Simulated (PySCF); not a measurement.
A structure optimised at PBE0-D3(BJ)/def2-TZVP, used in a PySCF frequency run:

```xyz
4

Be    -0.0144    -1.1597     0.0000
Br     0.0040     0.8114     0.0000
O     -0.0839    -2.5651     0.0000
H      0.5875    -3.2388     0.0000
```
Charge 0, spin multiplicity 1.

**Question.** Write its SMILES, formula and point group.

**Answer.** [OH][Be][Br], BeBrHO, Cs

**Question.** What are its rotational constants (standard atomic weights)?

**Answer.** 1152.2, 2.8135, 2.8066 GHz
